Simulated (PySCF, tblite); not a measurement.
Compound: C₆H₉FO.
Z-matrix (Å and degrees, GFN2-xTB geometry), rows numbered from 1:
```
C 
C   1  1.4941
C   2  1.4896  1  117.01
C   2  1.3558  1  119.51  3  -179.80
C   4  1.5032  2  121.16  1     0.93
C   4  1.4502  2  119.98  1  -178.73
O   6  1.1902  4  130.37  2     3.40
F   6  1.3779  4  112.58  2  -176.88
H   1  1.0907  2  110.11  3   110.62
H   1  1.0889  2  110.85  3  -131.05
H   1  1.0859  2  111.34  3    -9.61
H   3  1.0884  2  111.18  1  -133.31
H   3  1.0903  2  110.04  1   109.40
H   3  1.0868  2  111.09  1   -11.14
H   5  1.0889  4  110.44  2    53.26
H   5  1.0848  4  111.29  2   173.76
H   5  1.0903  4  110.49  2   -65.99
```

Method: PBE0/def2-SVPD in PySCF (dipole) on a GFN2-xTB geometry, gas phase.

Masses are those of the commonest isotopes; rigid-rotor values at the optimised geometry. The values belong to one conformer with, in the numbering `[CH3:1][C:2]([CH3:3])=[C:4]([CH3:5])[C:6](=[O:7])[F:8]`, C2–C4–C6–O7 3°.

(1) What are A, B and C (MHz)?

(2) Classify the top.

(3) Is it planar, by Δ = Ic − Ia − Ib?

(4) Which types of transition are allowed, and where do some lines up to J = 4 fall?

## Answers

(1) Ia = 165.06, Ib = 302.36, Ic = 457.85 u·Å²; 505379 MHz·u·Å²/I gives A = 3062, B = 1671, C = 1104 MHz.

(2) An asymmetric top; Ray's κ = -0.420.

(3) Not planar: Δ = Ic − Ia − Ib = -9.57 u·Å². For a rigid frame Δ = −2 Σ m c², so Σ m c² = 4.78 u·Å² lies off the ab plane: 4.65 from hydrogen and 0.14 from heavier atoms. The atom farthest from that plane is 0.95 Å away.

(4) The dipole components are |μa| = 3.92 D, |μb| = 1.64 D, |μc| = 0.04 D. Intensities carry the squares of the components, which stand as 1.00 : 0.17 : 0.00 (a : b : c). Some lines, for components of 0.1 D or more:

```json
{"type": "a", "branch": "Q", "J(Ka,Kc)": "3(2,1) ← 3(2,2)", "MHz": "657", "lower level (cm⁻¹)": "0.779"}
{"type": "a", "branch": "Q", "J(Ka,Kc)": "2(1,1) ← 2(1,2)", "MHz": "1703", "lower level (cm⁻¹)": "0.305"}
{"type": "b", "branch": "Q", "J(Ka,Kc)": "2(1,1) ← 2(0,2)", "MHz": "2667", "lower level (cm⁻¹)": "0.273"}
{"type": "b", "branch": "Q", "J(Ka,Kc)": "3(1,2) ← 3(0,3)", "MHz": "3932", "lower level (cm⁻¹)": "0.534"}
{"type": "b", "branch": "Q", "J(Ka,Kc)": "4(2,2) ← 4(1,3)", "MHz": "4266", "lower level (cm⁻¹)": "1.061"}
{"type": "b", "branch": "R", "J(Ka,Kc)": "4(2,2) ← 3(3,1)", "MHz": "4272", "lower level (cm⁻¹)": "1.061"}
{"type": "b", "branch": "Q", "J(Ka,Kc)": "4(1,3) ← 4(0,4)", "MHz": "5788", "lower level (cm⁻¹)": "0.868"}
{"type": "b", "branch": "Q", "J(Ka,Kc)": "3(2,2) ← 3(1,3)", "MHz": "6805", "lower level (cm⁻¹)": "0.552"}
{"type": "a", "branch": "R", "J(Ka,Kc)": "3(1,3) ← 2(1,2)", "MHz": "7395", "lower level (cm⁻¹)": "0.305"}
{"type": "a", "branch": "R", "J(Ka,Kc)": "3(0,3) ← 2(0,2)", "MHz": "7810", "lower level (cm⁻¹)": "0.273"}
{"type": "b", "branch": "Q", "J(Ka,Kc)": "4(2,3) ← 4(1,4)", "MHz": "8056", "lower level (cm⁻¹)": "0.877"}
{"type": "a", "branch": "R", "J(Ka,Kc)": "3(2,2) ← 2(2,1)", "MHz": "8326", "lower level (cm⁻¹)": "0.501"}
{"type": "b", "branch": "R", "J(Ka,Kc)": "3(1,3) ← 2(0,2)", "MHz": "8359", "lower level (cm⁻¹)": "0.273"}
{"type": "b", "branch": "R", "J(Ka,Kc)": "4(1,3) ← 3(2,2)", "MHz": "8456", "lower level (cm⁻¹)": "0.779"}
{"type": "b", "branch": "Q", "J(Ka,Kc)": "4(3,2) ← 4(2,3)", "MHz": "8789", "lower level (cm⁻¹)": "1.145"}
{"type": "a", "branch": "R", "J(Ka,Kc)": "3(2,1) ← 2(2,0)", "MHz": "8842", "lower level (cm⁻¹)": "0.506"}
{"type": "a", "branch": "R", "J(Ka,Kc)": "4(0,4) ← 3(0,3)", "MHz": "10022", "lower level (cm⁻¹)": "0.534"}
{"type": "b", "branch": "R", "J(Ka,Kc)": "4(1,4) ← 3(0,3)", "MHz": "10287", "lower level (cm⁻¹)": "0.534"}
{"type": "a", "branch": "R", "J(Ka,Kc)": "4(3,1) ← 3(3,0)", "MHz": "11459", "lower level (cm⁻¹)": "1.061"}
{"type": "a", "branch": "R", "J(Ka,Kc)": "4(1,3) ← 3(1,2)", "MHz": "11878", "lower level (cm⁻¹)": "0.665"}
{"type": "b", "branch": "R", "J(Ka,Kc)": "4(2,3) ← 3(1,2)", "MHz": "14411", "lower level (cm⁻¹)": "0.665"}
{"type": "b", "branch": "R", "J(Ka,Kc)": "3(3,0) ← 2(2,1)", "MHz": "16799", "lower level (cm⁻¹)": "0.501"}
{"type": "b", "branch": "R", "J(Ka,Kc)": "4(3,1) ← 3(2,2)", "MHz": "19932", "lower level (cm⁻¹)": "0.779"}
{"type": "b", "branch": "R", "J(Ka,Kc)": "4(4,0) ← 3(3,1)", "MHz": "22855", "lower level (cm⁻¹)": "1.061"}
```

Its GFN2-xTB frequencies are all real (lowest 37 cm⁻¹). These are rigid-rotor constants of the computed structure; measured ground-state constants (B0) also hold zero-point vibration. A rigid rotor knows nothing of internal rotation, which can split or shift real lines.

The run took about 2.2 min of CPU time (with the writing of density and orbital grids) (one thread, shared machine). This is the PBE0/def2-SVPD job that gave the dipole, with the excitations it also computed.
